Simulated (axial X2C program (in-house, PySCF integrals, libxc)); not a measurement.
Spectroscopic constants of FeN⁺

Computed with an in-house all-electron X2C program for linear molecules (integrals from PySCF). Spin-free means the one-electron spin-free X2C Hamiltonian; two-component (2c) means X2C with spin–orbit coupling and atomic mean-field two-electron Coulomb and Gaunt terms, so the difference of the two also holds small scalar two-electron terms. Basis: Fe dyall-cv3z [9s10p6d3f2g], N dyall-av3z [7s7p3d2f] (cores contracted in-house); Gaussian nuclei, density fitting, unrestricted open shells. Masses: Fe 55.935 u, N 14.003 u.

Input:
```json
{"zs": [26, 7], "q": 1, "bas": ["dyall-cv3z", "dyall-av3z"], "levels": ["PBE0", "HF", "TPSSh"], "cc": true, "r0": 1.69, "thr": -2.0, "nmax": 90, "npts": 10, "nst": 2, "ntry": 6}
```
```bash
python so2c.py task.json out
```

Keys: zs atomic numbers; q charge; bas basis sets; levels methods; cc coupled cluster on or off; r0 starting distance in Å; thr threshold in hartree for freezing inner shells (an s shell follows its p shell); nmax most natural virtual spinors; npts points on the curve; nst determinants followed; ntry starts of the search. HF also brings MP2.

State, spin-free: M_S = 1, Λ = 2 (beyond evenly filled blocks: σα, δ+α, δ+β, δ-α); electrons by block: σα: 9, σβ: 8, π+α: 3, π+β: 3, π-α: 3, π-β: 3, δ+α: 1, δ+β: 1, δ-α: 1. Fragments: Fe+ + N.

State, 2c: Ω = 3 (⟨Sz⟩ = 1.00, ⟨Lz⟩ = 2.00 at PBE0); electrons by block: 1/2: 12, -1/2: 11, 3/2: 4, -3/2: 4, 5/2: 1. Fragments: Fe+ + N.

```tsv
Hamiltonian	level	Re (Å)	ωe (cm⁻¹)	ωexe (cm⁻¹)	Be (cm⁻¹)	αe (cm⁻¹)	De (eV)	D0 (eV)	μ (D)
spin-free	PBE0	1.716	577.6	3.93	0.5114	0.00259	1.80	1.76	-3.53
spin-free	TPSSh	1.634	562.0	n/a	0.5641	n/a	2.18	2.14	-3.19
2c	PBE0	1.716	577.2	3.93	0.5114	0.00257	n/a	n/a	-3.53
2c	TPSSh	1.633	561.1	n/a	0.5644	n/a	n/a	n/a	-3.19
```

Dipoles are positive if N is the positive end and refer to the centre of mass.

Occupations by symmetry block were frozen at the best pattern of an incomplete PBE0 search. De is counted from the lowest determinant-based energies of the atoms at the same level, without counterpoise correction. De is not given where an atomic determinant may have missed its ground term or J level, or where the truncated virtual space spoils (T). Density functionals use the spin component along the axis (collinear). The functionals have no current-density term, which raises determinants with orbital currents, atoms included. With several unpaired electrons one determinant need not be a pure state. A state of lower Ω lies just above, and one determinant can place such states too high, so the state shown need not be the lowest. The search has Ω = 1 only 0.10 eV up. The determinant is spin-polarised beyond a pure state at some levels (its spin-free form has ⟨S²⟩ too high), which makes Re and μ there less reliable.

No reliable constants came from CCSD (2c), CCSD (spin-free), CCSD(T) (2c), CCSD(T) (spin-free), HF (2c), HF (spin-free), MP2 (2c), MP2 (spin-free): no minimum in range, unconverged points, a curve that is not smooth, a change of character along it, or the two Hamiltonians disagreeing along it.

Rough cost a point (2c) on 1 thread(s) of a shared host, integrals apart: PBE0 1.2 s, TPSSh 1.9 s.

The whole task took 4.8 min on 1 thread of Arm Neoverse V1, on a shared host.
